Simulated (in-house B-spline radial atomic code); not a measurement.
HSE06 excitations of Sb⁵⁺

Method: HSE06. Computed with a B-spline radial code for spherical atoms: linear response of the closed shell [Kr] 4d10 with the functional's adiabatic kernel; scalar-relativistic (spin-free one-electron X2C), finite nucleus, no spin-orbit coupling, no double excitations, S, P, D and F terms only; shells from n = 2 respond. Only terms of natural parity with L up to 3 were computed.

Command:
```bash
python run_td.py task.json out
```
Settings (radii: box in bohr, nucleus in fm):
```
Z                        51
electrons                46
configuration            [Kr] 4d10
hamiltonian              x2c
method                   hse06
box_radius               16.35
rms_radius               4.6802
intervals                70
```

Time taken, with all properties: 5.3 s on 1 thread of Intel(R) Xeon(R) Platinum 8259CL CPU @ 2.50GHz (Skylake/Cascade Lake), with other jobs on the host.

The lowest states, in the order of their Tamm-Dancoff energies; the method's threshold (minus the highest occupied level) is 92.18 eV. Labels give the largest channel, * marks a mixed state, and oscillator strengths are full-response dipole values. Semilocal kernels can invert the small singlet-triplet splittings of Rydberg terms. Energies in eV:

| state | full response | Tamm-Dancoff | oscillator strength |
| --- | --- | --- | --- |
| 4d → 5s 3D | ? | ? | - |
| 4d → 5s 1D | 29.910 | 29.921 | - |
| 4d → 5p 3P | 40.52 | 40.55 | - |
| 4d → 5p 3F | 40.84 | 40.85 | - |
| 4d → 5p 1F | 41.31 | 41.31 | - |
| 4d → 5p 1P | 42.24 | 42.32 | 0.935 |
| 4d → 5d 3S | ? | ? | - |
| 4d → 5d 3D | 57.36 | 57.37 | - |
| 4d → 5d 1D | 57.82 | 57.83 | - |
| 4d → 4f 3P | 59.51 | 59.54 | - |

Q: Where does 4d → 5s 3D lie?

A: At 29.088 eV in full response, 29.109 eV in Tamm-Dancoff.

Q: Where does 4d → 5d 3S lie?

A: At 56.47 eV in full response, 56.50 eV in Tamm-Dancoff.

Q: How large is the singlet-triplet splitting of 4d → 5s (D terms) in Tamm-Dancoff?

A: 0.813 eV, from the unrounded values.

Q: What polarisabilities and dispersion coefficient does the method give?

A: Dipole 1.74 bohr³, quadrupole 2.956 bohr⁵, C6 5.985 hartree·bohr⁶ for two such species.
